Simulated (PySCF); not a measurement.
Compound: CH9ClSi3.
Numbering: `[CH3:1][SiH2:2][Si@H:3]([SiH3:4])[Cl:5]` (hydrogens: H6, H7, H8 on C1; H9, H10 on Si2; H11 on Si3; H12, H13, H14 on Si4)

Method: PySCF, PBE0-D3(BJ)/def2-SVP geometry optimisation, gas phase; density fitting, grid level 1; the optimiser is geomeTRIC in internal coordinates, started from a GFN2-xTB structure with every atom displaced at random (about 0.01 Å).

Step 3: E = -37313.3172 eV
```
atom  x, y, z in Å  |  force x, y, z in eV/Å
C1     -2.1070   -0.8188    0.0412   -0.025   0.014   0.017
Si2    -1.2272    0.4374    1.1369    0.006   0.004   0.006
Si3     0.7392    1.1592    0.0825    0.006  -0.010  -0.011
Si4     2.3457   -0.5609   -0.0290   -0.025  -0.009  -0.015
Cl5     1.5601    2.7490    1.1615    0.013   0.021   0.010
H6     -3.0098   -1.1999    0.5430   -0.003   0.002  -0.009
H7     -2.4111   -0.3617   -0.9127   -0.001  -0.003   0.005
H8     -1.4543   -1.6762   -0.1793    0.023  -0.025  -0.002
H9     -2.1022    1.6192    1.4122    0.000  -0.001  -0.007
H10    -0.8458   -0.1801    2.4462    0.005   0.007   0.001
H11     0.4409    1.6611   -1.2953   -0.012   0.001  -0.008
H12     1.7106   -1.8633    0.3503   -0.001  -0.002  -0.010
H13     2.8973   -0.6937   -1.4126    0.011   0.002   0.005
H14     3.4555   -0.2672    0.9251    0.002  -0.001   0.016
```

Step 4: E = -37313.3184 eV
```
atom  x, y, z in Å  |  force x, y, z in eV/Å
C1     -2.0991   -0.8235    0.0463   -0.027   0.010   0.040
Si2    -1.2276    0.4441    1.1362    0.014  -0.009  -0.007
Si3     0.7375    1.1645    0.0787    0.001  -0.027  -0.021
Si4     2.3373   -0.5616   -0.0356   -0.020  -0.011  -0.006
Cl5     1.5618    2.7438    1.1682    0.023   0.046   0.013
H6     -3.0008   -1.2071    0.5482   -0.004   0.006  -0.011
H7     -2.4030   -0.3738   -0.9110   -0.001  -0.006   0.000
H8     -1.4408   -1.6790   -0.1653    0.023  -0.020  -0.010
H9     -2.1081    1.6231    1.4051   -0.001   0.001  -0.007
H10    -0.8404   -0.1636    2.4483    0.000   0.006   0.003
H11     0.4403    1.6707   -1.2979   -0.010   0.007  -0.002
H12     1.6856   -1.8623    0.3219    0.007  -0.004  -0.013
H13     2.9132   -0.6856   -1.4100    0.000   0.005  -0.001
H14     3.4359   -0.2857    0.9370   -0.005  -0.003   0.022
```

Step 5: E = -37313.3224 eV
```
atom  x, y, z in Å  |  force x, y, z in eV/Å
C1     -2.0624   -0.8476    0.0738   -0.019  -0.007   0.084
Si2    -1.2272    0.4728    1.1305    0.032  -0.043  -0.039
Si3     0.7330    1.1908    0.0629   -0.013  -0.061  -0.034
Si4     2.2974   -0.5660   -0.0643    0.008  -0.013   0.025
Cl5     1.5742    2.7296    1.1929    0.043   0.090   0.007
H6     -2.9610   -1.2381    0.5763   -0.004   0.019  -0.010
H7     -2.3643   -0.4359   -0.9007    0.002  -0.012  -0.015
H8     -1.3802   -1.6942   -0.0979    0.008   0.004  -0.028
H9     -2.1321    1.6395    1.3661   -0.004   0.007  -0.004
H10    -0.8188   -0.0875    2.4571   -0.016   0.003   0.008
H11     0.4422    1.7204   -1.3068   -0.004   0.018   0.013
H12     1.5780   -1.8586    0.1756    0.027  -0.010  -0.021
H13     2.9804   -0.6407   -1.3920   -0.030   0.017  -0.019
H14     3.3326   -0.3807    0.9966   -0.030  -0.012   0.031
```

Q: Estimate the geometry and energy of step 6. (The exact step hangs on the optimiser's Hessian estimate; all steps are aligned on step 5, rigid shifts and turns removed.)

A: E = -37313.3268 eV, largest force 0.114 eV/Å
```
atom  x, y, z in Å  |  force x, y, z in eV/Å
C1     -2.0173   -0.8799    0.1149   -0.005  -0.016   0.100
Si2    -1.2254    0.5058    1.1205    0.040  -0.058  -0.053
Si3     0.7307    1.2229    0.0443   -0.016  -0.074  -0.024
Si4     2.2491   -0.5712   -0.1005    0.030  -0.014   0.048
Cl5     1.5931    2.7183    1.2162    0.052   0.101  -0.009
H6     -2.9139   -1.2725    0.6193   -0.004   0.027  -0.002
H7     -2.3136   -0.5206   -0.8817    0.004  -0.015  -0.023
H8     -1.3092   -1.7148   -0.0065   -0.015   0.022  -0.037
H9     -2.1607    1.6566    1.3091   -0.007   0.010  -0.001
H10    -0.7980    0.0111    2.4671   -0.029  -0.003   0.010
H11     0.4504    1.7855   -1.3144    0.000   0.015   0.021
H12     1.4612   -1.8448   -0.0373    0.040  -0.017  -0.024
H13     3.0680   -0.5760   -1.3509   -0.043   0.034  -0.031
H14     3.1773   -0.5165    1.0698   -0.048  -0.014   0.025
```

The energy changes by -0.0044 eV. The first-order estimate −F·Δx gives -0.0059 eV and the mean of the old and new forces, exact on a quadratic surface, -0.0038 eV. The step makes an angle of 86° with the force vector and moves no atom by more than 0.243 Å.

The cost below is that of the whole optimisation. On one thread of an Arm Neoverse V2 (shared host), this took 2.0 min of wall time and 0.51 GiB of memory at its peak.
